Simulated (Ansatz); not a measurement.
## Strength of the C–C bond: C3H8Te → Te(CH2)(CH3) + CH3

Species: C3H8Te `CC[Te]C`, singlet; Te(CH2)(CH3), doublet; CH3 (methyl radical) `[CH3]`, doublet. 

Shapes, held fixed at every level: PBE0-D4/def2-TZVP. Flexible molecules stand in one conformer, not always the lowest. Programs: Ansatz 0.2.0. The zero-point and thermal change to 298 K, harmonic and unscaled (PBE0-D4/def2-TZVP), is -27.3 kJ/mol.

Task: Estimate ΔH(298 K) of this reaction.

Result: The highest level, CCSD(T)/def2-TZVPP, gives ΔH(298 K) = +346.2 kJ/mol; the levels span +229.9 to +408.2. The column of differences is taken from that level and isn't an error. Hartree–Fock misses the correlation of the pair that is broken and comes out low. No measured value is set beside it here. Open shells run unrestricted unless RO is named. For atoms past krypton def2 sets carry core potentials with scalar relativity. Correlated rows may include outer-core shells of Te, which these sets cover unevenly.

```tsv
level	kind	ΔH(298 K) (kJ/mol)	less CCSD(T)/def2-TZVPP
HF/def2-SVP	Hartree–Fock	+245.4	-100.8
HF/def2-TZVPP	Hartree–Fock	+229.9	-116.3
SPW92/def2-TZVPP	LDA	+408.2	+62.0
wB97M-V/def2-TZVPP	range-separated hybrid	+355.0	+8.8
B2PLYP/def2-TZVPP	double hybrid	+335.9	-10.3
MP2/def2-SVP	perturbation theory	+376.5	+30.3
CCSD(T)/def2-TZVPP	coupled cluster or CI	+346.2	0.0
```
